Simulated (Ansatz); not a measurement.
A short molecular-dynamics run on Ga5N4H16⁻, a cluster cut from zinc blende GaN (hydrogen-capped).

```yaml
crystal:
  periodic: [false, false, false]
  atoms:
    - {symbol: Ga, position_ang: [0.195050, -2.451768, -0.067843]}
    - {symbol: Ga, position_ang: [0.192170, -0.069417, -2.449880]}
    - {symbol: Ga, position_ang: [-2.085705, -0.006179, -0.001599]}
    - {symbol: Ga, position_ang: [0.188298, 0.066976, 2.450968]}
    - {symbol: Ga, position_ang: [0.180115, 2.452151, 0.071726]}
    - {symbol: N, position_ang: [-0.823997, -1.113287, -1.110390]}
    - {symbol: N, position_ang: [1.169216, -1.300071, 1.301709]}
    - {symbol: N, position_ang: [1.158440, 1.311171, -1.304134]}
    - {symbol: N, position_ang: [-0.832252, 1.106312, 1.111213]}
    - {symbol: H, position_ang: [1.362083, -3.120204, -0.942536]}
    - {symbol: H, position_ang: [-0.772753, -3.401297, 0.772333]}
    - {symbol: H, position_ang: [1.366107, -0.939359, -3.112423]}
    - {symbol: H, position_ang: [-0.778984, 0.761152, -3.404528]}
    - {symbol: H, position_ang: [-2.905000, -0.980529, 0.968704]}
    - {symbol: H, position_ang: [-2.905392, 0.965047, -0.974787]}
    - {symbol: H, position_ang: [-0.778410, -0.776013, 3.399141]}
    - {symbol: H, position_ang: [1.351778, 0.945229, 3.120927]}
    - {symbol: H, position_ang: [-0.792977, 3.400791, -0.763397]}
    - {symbol: H, position_ang: [1.346105, 3.121911, 0.946772]}
    - {symbol: H, position_ang: [-1.471128, -1.683551, -1.680468]}
    - {symbol: H, position_ang: [1.595052, -1.963013, 1.966006]}
    - {symbol: H, position_ang: [1.978153, -0.848515, 0.852337]}
    - {symbol: H, position_ang: [1.571631, 1.979672, -1.970880]}
    - {symbol: H, position_ang: [1.976063, 0.870538, -0.859652]}
    - {symbol: H, position_ang: [-1.483688, 1.672273, 1.680681]}
basis:
  gaussian: {orbitals: "6-31G*"}
total_charge: -1
hamiltonian: {xc: {name: BLYP}}
md: {timestep: 0.5 fs, n_steps: 15, ensemble: nve, temperature: 700, initial_velocities: maxwell_boltzmann, seed: 807}
scf: {omitted_lower_state_checks: [starts]}
```

```sh
$ ansatz run in.yaml --threads 2 --pin off --events-out ev --progress --plain --max-ram 32768MiB --backend cuda --devices 0, --max-vram 18GiB
```

| step | time (fs) | potential energy (eV) | kinetic (eV) | T (K) | conserved (eV) |
| --- | --- | --- | --- | --- | --- |
| 0 | 0.0 | -268086.1110 | 2.0811 | 700 | -268084.0299 |
| 1 | 0.5 | -268086.0785 | 2.0490 | 689 | -268084.0295 |
| 2 | 1.0 | -268085.9913 | 1.9631 | 660 | -268084.0282 |
| 3 | 1.5 | -268085.8692 | 1.8426 | 620 | -268084.0266 |
| 4 | 2.0 | -268085.7379 | 1.7128 | 576 | -268084.0252 |
| 5 | 2.5 | -268085.6200 | 1.5955 | 537 | -268084.0245 |
| 6 | 3.0 | -268085.5266 | 1.5020 | 505 | -268084.0246 |
| 7 | 3.5 | -268085.4565 | 1.4314 | 481 | -268084.0251 |
| 8 | 4.0 | -268085.4008 | 1.3750 | 463 | -268084.0258 |
| 9 | 4.5 | -268085.3489 | 1.3226 | 445 | -268084.0263 |
| 10 | 5.0 | -268085.2926 | 1.2661 | 426 | -268084.0265 |
| 11 | 5.5 | -268085.2278 | 1.2013 | 404 | -268084.0265 |
| 12 | 6.0 | -268085.1556 | 1.1295 | 380 | -268084.0261 |
| 13 | 6.5 | -268085.0830 | 1.0577 | 356 | -268084.0253 |
| 14 | 7.0 | -268085.0223 | 0.9979 | 336 | -268084.0245 |
| 15 | 7.5 | -268084.9861 | 0.9620 | 324 | -268084.0241 |

Velocities are drawn at the set temperature; a run this short doesn't reach equilibrium.

The 6-31G sets use Cartesian d functions. The highest occupied level of an anion often lies above zero with these methods, and sets without diffuse functions describe the outer electron poorly.

Frames (Å, forces in eV/Å):

```xyz
25
time=0.0 fs
Ga    0.195   -2.452   -0.068    0.053   -0.374   -0.025
Ga    0.192   -0.069   -2.450    0.054   -0.026   -0.373
Ga   -2.086   -0.006   -0.002   -0.423   -0.001   -0.001
Ga    0.188    0.067    2.451    0.053    0.024    0.374
Ga    0.180    2.452    0.072    0.051    0.373    0.027
N    -0.824   -1.113   -1.110   -0.154   -0.138   -0.137
N     1.169   -1.300    1.302    0.333   -0.068    0.070
N     1.158    1.311   -1.304    0.332    0.072   -0.071
N    -0.832    1.106    1.111   -0.155    0.137    0.136
H     1.362   -3.120   -0.943    0.041   -0.042   -0.021
H    -0.773   -3.401    0.772   -0.015   -0.050    0.022
H     1.366   -0.939   -3.112    0.041   -0.021   -0.042
H    -0.779    0.761   -3.405   -0.016    0.023   -0.050
H    -2.905   -0.981    0.969   -0.045   -0.018    0.018
H    -2.905    0.965   -0.975   -0.045    0.017   -0.018
H    -0.778   -0.776    3.399   -0.016   -0.023    0.050
H     1.352    0.945    3.121    0.041    0.021    0.042
H    -0.793    3.401   -0.763   -0.016    0.050   -0.023
H     1.346    3.122    0.947    0.041    0.042    0.021
H    -1.471   -1.684   -1.680   -0.011   -0.006   -0.006
H     1.595   -1.963    1.966   -0.037   -0.021    0.021
H     1.978   -0.849    0.852   -0.030    0.013   -0.013
H     1.572    1.980   -1.971   -0.037    0.021   -0.021
H     1.976    0.871   -0.860   -0.029   -0.013    0.014
H    -1.484    1.672    1.681   -0.011    0.005    0.006
25
time=0.5 fs
Ga    0.195   -2.454   -0.067    0.134   -0.384    0.009
Ga    0.191   -0.069   -2.450    0.118    0.072   -0.580
Ga   -2.084   -0.007   -0.001   -0.495    0.069   -0.032
Ga    0.187    0.068    2.450   -0.146   -0.188    0.313
Ga    0.181    2.451    0.073    0.036    0.281    0.015
N    -0.818   -1.107   -1.111   -0.493   -0.462   -0.298
N     1.170   -1.295    1.301    0.862   -0.030   -0.055
N     1.159    1.311   -1.305   -0.130    0.511   -0.510
N    -0.830    1.106    1.109   -0.147    0.020    0.150
H     1.362   -3.108   -0.963   -0.019   -0.036    0.031
H    -0.755   -3.414    0.797    0.023    0.022   -0.061
H     1.369   -0.945   -3.128   -0.062    0.050    0.019
H    -0.775    0.785   -3.420    0.088   -0.101    0.083
H    -2.913   -0.969    0.974   -0.022   -0.041    0.012
H    -2.922    0.967   -0.968    0.014   -0.027    0.010
H    -0.791   -0.782    3.401    0.068    0.049   -0.035
H     1.343    0.924    3.109    0.219    0.182    0.171
H    -0.781    3.392   -0.760   -0.112    0.147   -0.096
H     1.340    3.105    0.949    0.145    0.102    0.092
H    -1.468   -1.688   -1.686    0.221    0.229    0.209
H     1.587   -1.956    1.982   -0.094    0.112   -0.170
H     2.000   -0.848    0.846   -0.527   -0.249    0.284
H     1.578    1.977   -1.977   -0.168   -0.053    0.077
H     1.965    0.890   -0.863    0.561   -0.406    0.368
H    -1.483    1.648    1.696   -0.074    0.131   -0.005
25
time=1.5 fs
Ga    0.194   -2.458   -0.066    0.300   -0.402    0.077
Ga    0.187   -0.069   -2.451    0.269    0.260   -0.963
Ga   -2.082   -0.007   -0.001   -0.641    0.199   -0.085
Ga    0.183    0.071    2.448   -0.557   -0.609    0.165
Ga    0.182    2.449    0.075    0.013    0.103   -0.003
N    -0.807   -1.094   -1.111   -1.036   -1.004   -0.500
N     1.173   -1.285    1.299    1.614   -0.082   -0.183
N     1.160    1.310   -1.306   -0.992    1.225   -1.294
N    -0.827    1.106    1.105   -0.207   -0.148    0.233
H     1.362   -3.084   -1.003   -0.137   -0.027    0.141
H    -0.720   -3.439    0.846    0.090    0.164   -0.230
H     1.373   -0.956   -3.159   -0.246    0.175    0.133
H    -0.765    0.832   -3.450    0.255   -0.326    0.318
H    -2.930   -0.945    0.984    0.026   -0.083   -0.004
H    -2.954    0.972   -0.956    0.130   -0.110    0.059
H    -0.815   -0.793    3.403    0.218    0.180   -0.185
H     1.326    0.882    3.087    0.607    0.512    0.443
H    -0.758    3.377   -0.753   -0.302    0.343   -0.243
H     1.328    3.071    0.953    0.349    0.215    0.231
H    -1.459   -1.696   -1.696    0.551    0.590    0.523
H     1.571   -1.941    2.013   -0.164    0.320   -0.513
H     2.039   -0.848    0.837   -1.257   -0.586    0.712
H     1.590    1.971   -1.987   -0.384   -0.152    0.225
H     1.949    0.925   -0.865    1.634   -1.071    1.026
H    -1.483    1.601    1.726   -0.135    0.315   -0.083
25
time=2.5 fs
Ga    0.193   -2.462   -0.064    0.468   -0.398    0.142
Ga    0.184   -0.069   -2.452    0.441    0.432   -1.286
Ga   -2.079   -0.008    0.000   -0.781    0.311   -0.121
Ga    0.180    0.074    2.447   -0.919   -0.972    0.011
Ga    0.183    2.448    0.078    0.004   -0.033   -0.014
N    -0.796   -1.081   -1.112   -1.357   -1.351   -0.509
N     1.177   -1.275    1.298    1.892   -0.244   -0.195
N     1.160    1.310   -1.309   -1.130    1.373   -1.507
N    -0.824    1.105    1.102   -0.372   -0.230    0.408
H     1.361   -3.060   -1.041   -0.241   -0.027    0.248
H    -0.684   -3.463    0.892    0.136    0.288   -0.390
H     1.376   -0.966   -3.188   -0.391    0.273    0.230
H    -0.753    0.876   -3.477    0.362   -0.509    0.503
H    -2.947   -0.922    0.995    0.079   -0.119   -0.024
H    -2.985    0.975   -0.942    0.238   -0.181    0.094
H    -0.838   -0.803    3.404    0.339    0.285   -0.300
H     1.316    0.846    3.069    0.970    0.802    0.693
H    -0.737    3.365   -0.749   -0.464    0.514   -0.371
H     1.320    3.039    0.960    0.518    0.305    0.347
H    -1.446   -1.698   -1.701    0.660    0.755    0.645
H     1.553   -1.924    2.039   -0.161    0.398   -0.729
H     2.067   -0.854    0.835   -1.580   -0.677    0.893
H     1.599    1.964   -1.996   -0.496   -0.154    0.272
H     1.949    0.950   -0.858    1.883   -1.256    1.210
H    -1.484    1.557    1.755   -0.095    0.415   -0.251
25
time=3.0 fs
Ga    0.192   -2.465   -0.064    0.552   -0.383    0.174
Ga    0.183   -0.069   -2.453    0.530    0.510   -1.421
Ga   -2.078   -0.009    0.000   -0.846    0.357   -0.132
Ga    0.178    0.076    2.446   -1.047   -1.110   -0.052
Ga    0.183    2.447    0.079    0.007   -0.073   -0.019
N    -0.791   -1.076   -1.113   -1.433   -1.444   -0.439
N     1.180   -1.270    1.297    1.852   -0.346   -0.176
N     1.160    1.311   -1.311   -0.816    1.199   -1.313
N    -0.822    1.105    1.100   -0.483   -0.248    0.522
H     1.360   -3.048   -1.060   -0.286   -0.031    0.297
H    -0.665   -3.474    0.914    0.148    0.342   -0.462
H     1.375   -0.969   -3.202   -0.447    0.309    0.272
H    -0.746    0.896   -3.489    0.394   -0.582    0.575
H    -2.955   -0.911    1.000    0.106   -0.136   -0.035
H    -3.000    0.976   -0.935    0.287   -0.209    0.105
H    -0.848   -0.806    3.403    0.387    0.328   -0.343
H     1.314    0.830    3.063    1.108    0.908    0.790
H    -0.729    3.361   -0.748   -0.524    0.580   -0.418
H     1.317    3.024    0.964    0.578    0.338    0.388
H    -1.437   -1.696   -1.702    0.629    0.758    0.631
H     1.543   -1.913    2.049   -0.133    0.380   -0.773
H     2.075   -0.860    0.837   -1.587   -0.641    0.895
H     1.601    1.959   -2.000   -0.506   -0.116    0.254
H     1.955    0.958   -0.850    1.578   -1.136    1.042
H    -1.485    1.536    1.769   -0.047    0.446   -0.361
25
time=4.0 fs
Ga    0.191   -2.469   -0.062    0.713   -0.324    0.231
Ga    0.180   -0.068   -2.454    0.708    0.652   -1.639
Ga   -2.076   -0.009    0.001   -0.959    0.429   -0.143
Ga    0.174    0.078    2.444   -1.132   -1.260   -0.116
Ga    0.184    2.445    0.081    0.024   -0.081   -0.029
N    -0.782   -1.065   -1.115   -1.422   -1.463   -0.157
N     1.185   -1.260    1.295    1.413   -0.574   -0.095
N     1.160    1.312   -1.315    0.238    0.563   -0.506
N    -0.819    1.104    1.096   -0.714   -0.264    0.761
H     1.355   -3.025   -1.095   -0.353   -0.048    0.384
H    -0.627   -3.493    0.955    0.152    0.425   -0.585
H     1.372   -0.975   -3.228   -0.527    0.358    0.337
H    -0.729    0.932   -3.508    0.421   -0.693    0.682
H    -2.970   -0.891    1.010    0.160   -0.166   -0.056
H    -3.027    0.976   -0.920    0.370   -0.250    0.112
H    -0.865   -0.812    3.399    0.457    0.389   -0.400
H     1.318    0.806    3.055    1.229    1.006    0.893
H    -0.715    3.356   -0.749   -0.585    0.656   -0.459
H     1.316    2.997    0.976    0.633    0.375    0.422
H    -1.414   -1.688   -1.698    0.406    0.598    0.454
H     1.523   -1.890    2.065   -0.032    0.233   -0.721
H     2.080   -0.875    0.847   -1.281   -0.420    0.721
H     1.602    1.950   -2.005   -0.436    0.028    0.144
H     1.978    0.967   -0.827    0.454   -0.663    0.358
H    -1.486    1.498    1.793    0.063    0.496   -0.591
25
time=5.0 fs
Ga    0.191   -2.473   -0.061    0.865   -0.226    0.276
Ga    0.177   -0.068   -2.456    0.876    0.779   -1.786
Ga   -2.073   -0.010    0.001   -1.047    0.472   -0.140
Ga    0.171    0.081    2.442   -0.949   -1.233   -0.081
Ga    0.185    2.443    0.084    0.057    0.013   -0.047
N    -0.774   -1.055   -1.116   -1.215   -1.272    0.296
N     1.192   -1.250    1.293    0.481   -0.843    0.058
N     1.159    1.314   -1.319    1.214   -0.120    0.429
N    -0.817    1.103    1.094   -0.900   -0.279    0.953
H     1.346   -3.002   -1.126   -0.391   -0.077    0.448
H    -0.587   -3.508    0.990    0.127    0.476   -0.674
H     1.363   -0.977   -3.251   -0.563    0.374    0.380
H    -0.708    0.962   -3.521    0.404   -0.758    0.741
H    -2.984   -0.871    1.019    0.212   -0.195   -0.075
H    -3.051    0.974   -0.904    0.432   -0.268    0.100
H    -0.878   -0.813    3.392    0.491    0.418   -0.417
H     1.334    0.791    3.057    1.103    0.940    0.856
H    -0.707    3.358   -0.755   -0.556    0.643   -0.421
H     1.322    2.974    0.992    0.593    0.372    0.382
H    -1.387   -1.674   -1.690   -0.007    0.236    0.100
H     1.503   -1.865    2.073    0.106   -0.038   -0.494
H     2.073   -0.894    0.864   -0.514   -0.016    0.310
H     1.599    1.941   -2.008   -0.279    0.226   -0.028
H     2.005    0.969   -0.801   -0.680   -0.183   -0.393
H    -1.488    1.464    1.812    0.140    0.560   -0.774
25
time=5.5 fs
Ga    0.190   -2.475   -0.060    0.935   -0.164    0.292
Ga    0.176   -0.068   -2.457    0.954    0.839   -1.832
Ga   -2.072   -0.010    0.002   -1.080    0.482   -0.136
Ga    0.169    0.082    2.442   -0.764   -1.162   -0.030
Ga    0.186    2.442    0.085    0.077    0.093   -0.061
N    -0.770   -1.050   -1.117   -1.060   -1.117    0.566
N     1.196   -1.246    1.292   -0.149   -0.990    0.165
N     1.159    1.315   -1.321    1.541   -0.399    0.826
N    -0.816    1.103    1.093   -0.959   -0.291    1.012
H     1.341   -2.991   -1.140   -0.398   -0.095    0.471
H    -0.567   -3.514    1.005    0.105    0.488   -0.704
H     1.357   -0.976   -3.261   -0.565    0.369    0.393
H    -0.696    0.974   -3.525    0.382   -0.775    0.755
H    -2.990   -0.862    1.024    0.236   -0.209   -0.083
H    -3.061    0.972   -0.896    0.454   -0.268    0.088
H    -0.883   -0.812    3.386    0.495    0.420   -0.411
H     1.346    0.787    3.060    0.956    0.854    0.791
H    -0.705    3.361   -0.759   -0.510    0.604   -0.372
H     1.327    2.963    1.001    0.539    0.358    0.336
H    -1.374   -1.665   -1.685   -0.260   -0.001   -0.122
H     1.493   -1.852    2.076    0.180   -0.202   -0.332
H     2.067   -0.904    0.874    0.029    0.238    0.030
H     1.597    1.938   -2.010   -0.188    0.325   -0.117
H     2.017    0.969   -0.789   -1.099   -0.002   -0.695
H    -1.488    1.450    1.819    0.151    0.603   -0.829
25
time=6.5 fs
Ga    0.190   -2.480   -0.058    1.061   -0.017    0.306
Ga    0.173   -0.067   -2.459    1.091    0.951   -1.875
Ga   -2.070   -0.011    0.002   -1.126    0.481   -0.122
Ga    0.165    0.084    2.440   -0.266   -0.944    0.110
Ga    0.187    2.440    0.087    0.121    0.300   -0.097
N    -0.763   -1.042   -1.118   -0.750   -0.788    1.098
N     1.203   -1.237    1.290   -1.497   -1.264    0.386
N     1.160    1.316   -1.325    1.860   -0.769    1.369
N    -0.814    1.101    1.091   -0.993   -0.320    1.035
H     1.327   -2.969   -1.164   -0.389   -0.138    0.495
H    -0.526   -3.522    1.030    0.044    0.487   -0.733
H     1.340   -0.973   -3.279   -0.536    0.336    0.400
H    -0.669    0.993   -3.527    0.310   -0.775    0.749
H    -3.000   -0.846    1.032    0.278   -0.237   -0.093
H    -3.078    0.966   -0.879    0.478   -0.250    0.049
H    -0.888   -0.808    3.373    0.473    0.397   -0.371
H     1.376    0.785    3.073    0.553    0.623    0.598
H    -0.705    3.372   -0.770   -0.370    0.477   -0.228
H     1.340    2.945    1.022    0.383    0.312    0.203
H    -1.350   -1.650   -1.677   -0.752   -0.481   -0.561
H     1.475   -1.828    2.078    0.316   -0.531    0.022
H     2.057   -0.921    0.893    1.217    0.743   -0.558
H     1.591    1.933   -2.015   -0.029    0.476   -0.247
H     2.032    0.970   -0.770   -1.580    0.222   -1.090
H    -1.487    1.425    1.827    0.104    0.708   -0.847
25
time=7.5 fs
Ga    0.189   -2.484   -0.057    1.165    0.154    0.292
Ga    0.170   -0.067   -2.461    1.199    1.049   -1.847
Ga   -2.068   -0.011    0.003   -1.146    0.452   -0.102
Ga    0.161    0.086    2.438    0.307   -0.678    0.257
Ga    0.188    2.439    0.089    0.167    0.533   -0.144
N    -0.757   -1.034   -1.118   -0.627   -0.638    1.437
N     1.209   -1.229    1.289   -2.323   -1.372    0.443
N     1.163    1.317   -1.327    1.819   -0.847    1.512
N    -0.813    1.100    1.090   -0.914   -0.353    0.927
H     1.309   -2.949   -1.184   -0.350   -0.190    0.489
H    -0.484   -3.525    1.048   -0.039    0.451   -0.718
H     1.318   -0.966   -3.292   -0.464    0.270    0.381
H    -0.639    1.004   -3.522    0.205   -0.729    0.699
H    -3.008   -0.832    1.039    0.311   -0.265   -0.097
H    -3.091    0.958   -0.861    0.475   -0.209   -0.005
H    -0.890   -0.800    3.356    0.410    0.337   -0.292
H     1.412    0.789    3.092    0.100    0.370    0.372
H    -0.708    3.388   -0.784   -0.195    0.308   -0.048
H     1.357    2.930    1.045    0.190    0.255    0.038
H    -1.332   -1.638   -1.675   -1.029   -0.761   -0.806
H     1.460   -1.810    2.081    0.411   -0.765    0.287
H     2.059   -0.932    0.907    1.925    1.014   -0.882
H     1.584    1.932   -2.022    0.049    0.507   -0.250
H     2.032    0.972   -0.762   -1.615    0.277   -1.205
H    -1.485    1.407    1.827   -0.033    0.830   -0.738
```

Run time 56 s (2 threads of AMD EPYC 7R13 on a shared host and a share (18 GiB) of an NVIDIA H100 80GB HBM3), peak host memory 0.98 GiB.
